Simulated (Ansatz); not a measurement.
This geometry of a periodic cell of 17 atoms, Si (host Si, host structure diamond, interstitial Si) is a first-order saddle point.

Level of theory: DFT PBE, scalar-relativistic, plane waves, PAW in Ansatz 0.2.0. Settings: PAW set soft_1, cutoff 420 eV, k mesh 2x2x2, gaussian smearing 0.05 eV, no spin polarisation.

```xyz
17
Lattice="0.0000 5.4300 5.4300 5.4300 0.0000 5.4300 5.4300 5.4300 0.0000" Properties=species:S:1:pos:R:3
Si 0.061 -0.059 0.023
Si 1.295 1.341 1.422
Si 2.506 2.928 0.212
Si 4.092 4.138 1.422
Si 2.698 -0.062 2.651
Si 4.285 1.148 3.861
Si 5.492 2.739 2.654
Si 6.727 4.137 4.053
Si -0.088 2.614 2.804
Si 1.440 3.982 4.183
Si 2.816 5.516 2.805
Si 3.872 6.988 4.271
Si 2.916 2.517 5.232
Si 3.975 3.986 6.700
Si 5.340 5.518 5.324
Si 6.869 6.896 6.696
Si 6.112 4.759 7.471
```

Task: Which two structures does it join? (They come from a converged band through this point; their orientation in space is the band's.)

Result: Contacts lost: Si6–Si17. Contacts made: Si3–Si17. The atom that moves furthest is Si17, by 2.35 Å.

First end point:

```xyz
17
Lattice="0.0000 5.4300 5.4300 5.4300 0.0000 5.4300 5.4300 5.4300 0.0000" Properties=species:S:1:pos:R:3
Si -0.002 0.003 0.033
Si 1.361 1.362 1.354
Si 2.715 2.715 0.000
Si 4.067 4.069 1.353
Si 2.681 0.002 2.717
Si 4.046 1.385 4.098
Si 5.429 2.751 2.716
Si 6.792 4.069 4.078
Si -0.001 2.682 2.714
Si 1.378 4.053 4.093
Si 2.748 5.432 2.714
Si 4.069 6.792 4.076
Si 2.712 2.721 5.430
Si 4.049 4.051 6.765
Si 5.431 5.431 5.397
Si 6.811 6.814 6.764
Si 5.427 5.436 8.145
```

Last end point:

Only the atoms that move by more than 0.05 Å are listed.
```
Si17 6.790 4.078 6.794
```

Task: How far does it lie above each of them?

Result: 0.31 eV above the first and 0.31 eV above the second. This is the barrier of this one path; another mechanism may lie lower. Limits of this set-up: coarse k mesh.

Run time: 6.8 min on 1 thread of Arm Neoverse V1 (shared host), peak memory 0.81 GiB.
